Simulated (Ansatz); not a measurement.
Ideal-gas functions of BrH₃OSiZn (`[ZnH][O][SiH2]Br`) at 600 K and 1 bar, from an Ansatz frequency run at PBE0-D4/def2-TZVP.

Molar mass 192.4 g/mol, point group Cs (symmetry number 1), electronic degeneracy 1, moments of inertia 131.808, 464.061, 589.858 u Å². Harmonic wavenumbers (cm⁻¹, unscaled): 26, 82, 241, 395, 468, 470, 550, 602, 712, 874, 976, 1032, 2003, 2244, 2248.

Use S(trans) = R[1.5 ln M + 2.5 ln T − 1.1517]; rotational temperatures θ = 24.2544 K / I; S(rot) = R[ln(√π/σ · √(T³/θAθBθC)) + 1.5]; for each mode x = 1.438777 ν̃/T, S = R[x/(eˣ − 1) − ln(1 − e⁻ˣ)] and H = RT x/(eˣ − 1); 1 cm⁻¹ = 0.0119627 kJ/mol; R = 8.31446 J/(mol·K).

Problem. By hand: the entropy, in J/(mol·K).

Solution. Translation 189.0. Rotation: θ = 0.184, 0.0523, 0.0411 K, giving 129.6. Vibration, mode by mode: 31.39, 21.85, 12.99, 9.07, 7.78, 7.75, 6.59, 5.95, 4.81, 3.53, 2.92, 2.62, 0.40, 0.25, 0.24, in all 118.1. Electronic 0.0. Sum 436.7 J/(mol·K).

Problem. By hand: H − E and G − E in kJ/mol, counted from the electronic energy.

Solution. Zero-point energy ½ × 12923 × 0.0119627 = 77.3; thermal vibration 32.2; translation, rotation and pV give 4 RT = 20.0. H − E = 129.5 kJ/mol, and G − E = 129.5 − 600 × 436.7/1000 = -132.5 kJ/mol.

Vibration gives 27 % of the entropy, 53.2 J/(mol·K) of it from the modes under 150 cm⁻¹: soft modes count most, and the harmonic formula is weakest for them. The sum counts one conformer and one mirror image; others add a mixing term.
